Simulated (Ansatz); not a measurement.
Compare A (`BC[CH2][GaH2]`) with its isomer B (`C[BH][GaH][CH3]`).

Computed with Ansatz on PBE0-D4/def2-TZVP structures; ΔE is electronic, products minus reactants. CCSD(T)/CBS is the MP2 limit (def2-TZVPP, def2-QZVPP) plus CCSD(T) − MP2 in def2-TZVPP, frozen cores. DFT in def2-TZVPP. B3LYP here is the variant with VWN-RPA as its local correlation; programs differ in this. For Ga outer-core shells are correlated without core-valence functions, which leaves a few kJ/mol of doubt a bond. Scalar relativity is left out up to krypton. Each species was taken in one conformer, which may not be the lowest.

A:

```xyz
12

B     0.768   -0.834   -1.045
C     1.061   -0.180    0.317
C    -0.180    0.157    1.149
Ga   -1.562    0.706   -0.172
H     1.545   -1.475   -1.689
H    -0.317   -0.627   -1.565
H     1.877   -0.643    0.881
H     1.508    0.763   -0.071
H    -0.522   -0.730    1.688
H     0.022    0.927    1.898
H    -1.266    1.980   -1.054
H    -2.934   -0.045   -0.336
```

B:

```xyz
12

C     1.084   -1.618    1.167
B    -0.292   -1.127    0.627
Ga   -0.591    0.140   -0.999
C    -0.585    2.118   -0.922
H     1.271   -0.958    2.032
H     1.057   -2.628    1.586
H     1.945   -1.518    0.505
H    -1.260   -1.477    1.254
H    -0.868   -0.453   -2.444
H     0.194    2.503   -1.587
H    -0.417    2.516    0.079
H    -1.538    2.503   -1.298
```

(1) Which isomer does CCSD(T)/CBS put lower? Give the gap. (An estimate is asked.)

(2) Give E(B) − E(A) in kJ/mol with CCSD(T)/def2-TZVPP, HF/def2-TZVPP, B3LYP, MP2/def2-TZVPP, CCSD/def2-TZVPP, r2SCAN-D4, B2PLYP. (Best estimate.)

Largest T1 diagnostic: 0.012.

## Answers

(1) Ansatz gave: B, by 42.7 kJ/mol.

(2) Ansatz gave: CCSD(T)/def2-TZVPP -40.3, HF/def2-TZVPP -42.8, B3LYP -52.2, MP2/def2-TZVPP -37.6, CCSD/def2-TZVPP -41.4, r2SCAN-D4 -45.4, B2PLYP -46.3. None reverses the order clearly.

From PBE to PBE0 (25 % exact exchange), in def2-TZVPP and without D4, E(B) − E(A) moves by +4.4 kJ/mol. The D4 term adds +6.6 kJ/mol with B3LYP and +3.3 kJ/mol with PBE0; it sums over pairs of atoms, weighted by their polarisabilities, and B3LYP, whose exchange is more repulsive, gets the larger term.
